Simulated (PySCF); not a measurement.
# Correlation energy of Ne²⁺ (neon, charge +2)

Starting occupation: [He] 2s1 2p5, 2s1/2 with m_j = +1/2, 2p1/2 with m_j = -1/2, +1/2, 2p3/2 with m_j = -1/2, +1/2, +3/2. Computed with PySCF 2.14 in x2c-TZVPall-2c with one added diffuse shell each of s, p, d type (6s4p3d1f, 40 functions), with X2C-1e with screened-nucleus spin-orbit coupling, Gaussian nucleus. Frozen: 1s2; 6 electrons correlated.

MP2 pair energies summed by pair of shells (mhartree):

| pair | energy | share (%) |
| --- | --- | --- |
| 2p-2p | -155.90 | 87.5 |
| 2p-2s | -22.36 | 12.5 |

Total MP2 correlation energy: -178.26 mhartree.

The GHF reference relaxed away from the jj start to a determinant that is no pure jj level (⟨S²⟩ = 2.00, ⟨J²⟩ = 6.00); the energies belong to that determinant.
